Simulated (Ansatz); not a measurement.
Cost and result for the atomization energy of ClGeH6NO2Si, SMILES `[OH][GeH2][NH][SiH](O)Cl` (12 atoms, 11 bonds).

```xyz
12

O     1.902    0.371   -0.136
Ge    0.703    0.685    1.167
N    -0.691   -0.407    0.743
Si   -1.319   -0.607   -0.839
O    -0.327    0.145   -1.883
Cl   -1.489   -2.634   -1.174
H     2.553    1.071   -0.233
H     1.266    0.267    2.534
H     0.339    2.177    1.094
H    -0.880   -1.134    1.417
H    -2.669   -0.058   -1.053
H     0.611    0.125   -1.636
```

Charge 0, multiplicity 1. Correlated methods include outer-core shells of Ge, which these sets cover unevenly. Scalar relativity is left out up to krypton. Geometry: relaxed with PBE0-D4/def2-TZVP. It is one conformer, not always the lowest. Program: Ansatz. All runs use 2 threads of an AMD EPYC 7R13 on a shared host and a share of an NVIDIA H100 80 GB. Times are those of one run each, without the atoms' runs, and a repeat can differ threefold. Electronic energies, without spin–orbit coupling; frozen cores. CCSD(T)/CBS adds CCSD(T) − MP2 in def2-TZVPP to the MP2 limit, and its time is that of the two runs behind it. T1 = 0.011. With those shells the extrapolation isn't a true limit. B3LYP takes the VWN-RPA correlation (the form of Gaussian; ORCA's B3LYP/G).

CCSD(T)/CBS is a level of theory with its own doubt, some kJ/mol a heavy atom from the limit and from the frozen cores, so smaller differences don't rank the functionals.

```csv
level,functions,wall time,atomization (kJ/mol),difference from CCSD(T)/CBS,per bond
PBE0-D4/def2-TZVPP,309,2.4 s,4115.5,-79.5,-7.2
PBE-D4/def2-TZVPP (with forces),309,2.8 s,4199.7,4.7,0.4
r2SCAN-D4/def2-TZVPP (with forces),309,3 s,4164.4,-30.6,-2.8
B3LYP-D4/def2-TZVPP (with forces),309,3.2 s,4136.7,-58.3,-5.3
B2PLYP/def2-TZVPP,309,3.3 s,4104.8,-90.2,-8.2
ωB97X-V/def2-TZVPP,309,3.4 s,4191.8,-3.2,-0.3
ωB97M-V/def2-TZVPP (with forces),309,4 s,4175.3,-19.7,-1.8
CCSD(T)/def2-TZVPP,309,4.8 s,4063.1,-131.9,-12.0
MP2/def2-QZVPP,580,5 s,4233.0,38.0,3.5
CCSD(T)/CBS(def2),–,9.8 s,4195.0,0.0,0.0
```

From PBE to PBE0 (25 % exact exchange), in def2-TZVPP and without D4, the atomization energy moves by −79.3 kJ/mol: exact exchange takes away binding that semilocal exchange gives to molecules. In def2-TZVPP, CCSD(T) changes the Hartree–Fock value by +1179.3 kJ/mol (the triples alone add +71.1 kJ/mol) and MP2 by +1270.5 kJ/mol; breaking electron pairs costs correlation energy, which Hartree–Fock lacks. The D4 term adds +54.7 kJ/mol with B3LYP and +28.9 kJ/mol with PBE0; it sums over pairs of atoms, weighted by their polarisabilities, and B3LYP, whose exchange is more repulsive, gets the larger term.
